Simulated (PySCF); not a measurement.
In (indium, neutral) across methods

[Kr] 4d10 5s2 5p1, 2P determinant. All numbers are calculated (PySCF 2.14, scalar relativity through the core potential, in aug-cc-pwCVTZ-PP with ECP28MDF (8s7p6d4f1g, 96 functions)).

| method | E (hartree) | mean ε 5s α (eV) | mean ε 5s β (eV) | mean ε 5p α (eV) | Σ⟨r²⟩ (bohr²) | ⟨S²⟩ |
| --- | --- | --- | --- | --- | --- | --- |
| r2SCAN | -190.1836 | -8.679 | -8.101 | -3.058 | 55.52 | 0.755 |
| wB97X | -190.1476 | -11.719 | -11.032 | -5.313 | 55.67 | 0.752 |
| B97-3 | -190.1629 | -9.300 | -8.620 | -3.470 | 56.11 | 0.753 |
| HSE06 | -190.1142 | -9.031 | -8.372 | -3.217 | 56.04 | 0.753 |
| LDA | -189.7980 | -8.718 | -8.287 | -2.858 | 55.94 | 0.751 |
| BLYP | -190.0835 | -8.337 | -7.980 | -2.635 | 56.65 | 0.751 |
| UHF | -189.21059 | -11.550 | -10.037 | -5.488 | 57.21 | 0.763 |
| PBE0 | -190.1151 | -9.403 | -8.686 | -3.598 | 55.99 | 0.753 |
| PBE | -190.1191 | -8.435 | -7.947 | -2.829 | 56.35 | 0.752 |

Energies and moments cover only the electrons outside the core potential.
